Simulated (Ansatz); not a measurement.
Ideal-gas functions of B2Br2Cl2H2, SMILES `Cl[B@H-]1[Br+][B@H-](Cl)[Br+]1` at 500 K and 1 bar, from an Ansatz frequency run at PBE0-D4/def2-TZVP.

Molar mass 254.35 g/mol, point group Cs (symmetry number 1), electronic degeneracy 1, moments of inertia 421.521, 618.418, 974.737 u Å². Harmonic wavenumbers (cm⁻¹, unscaled): 18, 131, 156, 162, 221, 232, 327, 456, 479, 491, 784, 801, 878, 948, 994, 1004, 2700, 2701.

Use S(trans) = R[1.5 ln M + 2.5 ln T − 1.1517]; rotational temperatures θ = 24.2544 K / I; S(rot) = R[ln(√π/σ · √(T³/θAθBθC)) + 1.5]; for each mode x = 1.438777 ν̃/T, S = R[x/(eˣ − 1) − ln(1 − e⁻ˣ)] and H = RT x/(eˣ − 1); 1 cm⁻¹ = 0.0119627 kJ/mol; R = 8.31446 J/(mol·K).

Task: By hand: the entropy, in J/(mol·K).

Result: Translation 188.7. Rotation: θ = 0.0575, 0.0392, 0.0249 K, giving 135.4. Vibration, mode by mode: 32.93, 16.48, 15.04, 14.74, 12.22, 11.83, 9.12, 6.63, 6.27, 6.10, 3.12, 3.00, 2.52, 2.15, 1.93, 1.89, 0.03, 0.03, in all 146.0. Electronic 0.0. Sum 470.1 J/(mol·K).

Task: By hand: H − E and G − E in kJ/mol, counted from the electronic energy.

Result: Zero-point energy ½ × 13483 × 0.0119627 = 80.6; thermal vibration 33.6; translation, rotation and pV give 4 RT = 16.6. H − E = 130.8 kJ/mol, and G − E = 130.8 − 500 × 470.1/1000 = -104.2 kJ/mol.

Vibration gives 31 % of the entropy, 49.4 J/(mol·K) of it from the modes under 150 cm⁻¹: soft modes count most, and the harmonic formula is weakest for them.
